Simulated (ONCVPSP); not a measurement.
# An all-electron radial function and its pseudo partner (Mg (Z = 12))

Columns: radius, all-electron u(r) and pseudo u(r) of the 2p shell (level -51.03 eV) of magnesium in the configuration [He] 2s2 2p6 3s1.5; LDA (Perdew-Zunger), non-relativistic, ONCV scheme, ONCVPSP 4.0.1.

| r (bohr) | all-electron | pseudo |
| --- | --- | --- |
| 0.072 | 0.1814 | 0.0772 |
| 0.145 | 0.4965 | 0.2893 |
| 0.217 | 0.7723 | 0.5717 |
| 0.290 | 0.9717 | 0.8586 |
| 0.362 | 1.0894 | 1.0815 |
| 0.435 | 1.1425 | 1.2106 |
| 0.507 | 1.1468 | 1.2399 |
| 0.580 | 1.1172 | 1.1933 |
| 0.652 | 1.0662 | 1.1084 |
| 0.725 | 1.0013 | 1.0157 |
| 0.798 | 0.9295 | 0.9316 |
| 0.870 | 0.8560 | 0.8560 |
| 0.942 | 0.7829 | 0.7829 |
| 1.015 | 0.7110 | 0.7110 |
| 1.088 | 0.6427 | 0.6427 |
| 1.160 | 0.5796 | 0.5796 |
| 1.232 | 0.5209 | 0.5209 |
| 1.305 | 0.4662 | 0.4662 |
| 1.378 | 0.4163 | 0.4163 |
| 1.450 | 0.3715 | 0.3715 |
| 1.522 | 0.3311 | 0.3311 |
| 1.595 | 0.2940 | 0.2940 |
| 1.668 | 0.2609 | 0.2609 |
| 1.740 | 0.2315 | 0.2315 |
| 1.812 | 0.2053 | 0.2053 |
| 1.885 | 0.1816 | 0.1816 |

(1) How many radial nodes do the two functions have?

(2) At about which radius was the pseudo-wave matched?

(3) Is the pseudo-wave norm-conserving?

Answers

(1) The all-electron 2p function has n − l − 1 = 0; the pseudo-wave has 0.

(2) 0.90 bohr, where the columns begin to agree (steps of 0.07 bohr).

(3) Yes: the ONCV scheme keeps the norm inside the radius equal to the all-electron one, which fixes the energy derivative of the logarithmic derivative at the level.
